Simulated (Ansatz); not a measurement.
Geometry optimisation, RHF/def2-mTZVP (Ansatz).

The input (input.yaml):

```yaml
crystal:
  periodic: [false, false, false]
  atoms:
    - { symbol: Ge, position_ang: [0.0, 0.0, 0.0] }
    - { symbol: H, position_ang: [0.0, 0.0, 1.9] }
    - { symbol: H, position_ang: [1.4616, 0.0, -0.5162] }
    - { symbol: H, position_ang: [-0.73, 1.2648, -0.5162] }
    - { symbol: O, position_ang: [-0.8337, -1.4443, -0.5894] }
    - { symbol: H, position_ang: [-1.2883, -1.91, 0.183] }
    - { symbol: O, position_ang: [0.7702, -1.8071, 0.6527] }
    - { symbol: H, position_ang: [0.1354, -2.5529, 0.4061] }
    - { symbol: H, position_ang: [0.3897, -0.9142, 1.8011] }
basis:
  gaussian: { orbitals: def2-mTZVP }
hamiltonian:
  xc: hf
relax:
  f_tol: 0.15
  max_steps: 25
  restrain:
    - { distance: [0, 6], at: 1.77, k: 30.0 }
    - { distance: [8, 1], at: 0.66, k: 30.0 }
    - { distance: [0, 1], at: 2.75, k: 30.0 }
    - { distance: [8, 6], at: 2.21, k: 30.0 }
```

Command:

```bash
$ ansatz run input.yaml --threads 1 --pin off --max-ram 2048MiB --backend cpu --events-out ev --progress --plain --runs-dir out
```

Where does it end, and by what steps?

It converged. The restraints hold the end off the free minimum. After 18 steps the energy has fallen by 6.124 eV (the restraints' own energy left out); H8 moved furthest, 1.43 Å. Joined: H2–H9 (1.00 → 0.70 Å).

| step | energy less start (eV) | largest force component (eV/Å) | accepted |
| --- | --- | --- | --- |
| 0 | 0.0000 | 6.425 | yes |
| 1 | -1.0470 | 5.430 | yes |
| 2 | -2.0652 | 4.687 | yes |
| 3 | -3.5278 | 1.962 | yes |
| 4 | -4.3164 | 1.237 | yes |
| 5 | -4.9105 | 0.827 | yes |
| 6 | -5.4063 | 0.797 | yes |
| 7 | -5.7503 | 0.909 | yes |
| 8 | -5.9441 | 0.983 | yes |
| 9 | -6.0174 | 0.989 | yes |
| 10 | -6.0651 | 0.762 | yes |
| 11 | -6.0729 | 0.938 | no |
| 12 | -6.0783 | 0.821 | yes |
| 13 | -6.0973 | 0.877 | yes |
| 14 | -6.1215 | 0.816 | yes |
| 15 | -6.1342 | 0.894 | yes |
| 16 | -6.1006 | 0.994 | no |
| 17 | -6.1300 | 0.769 | yes |
| 18 | -6.1241 | 1.005 | yes |

```xyz
9
Properties=species:S:1:pos:R:3
Ge 0.312 -0.493 -0.357
H -0.848 -0.309 2.144
H 1.012 -0.561 -1.713
H 0.255 0.917 0.220
O -1.283 -1.163 -0.654
H -1.880 -1.177 0.078
O 1.168 -1.485 0.827
H 1.536 -2.290 0.499
H -0.367 -0.802 2.277
```

Time of the run: 53 s on 1 thread of Arm Neoverse V2, on a shared host, peak memory 0.2 GiB.
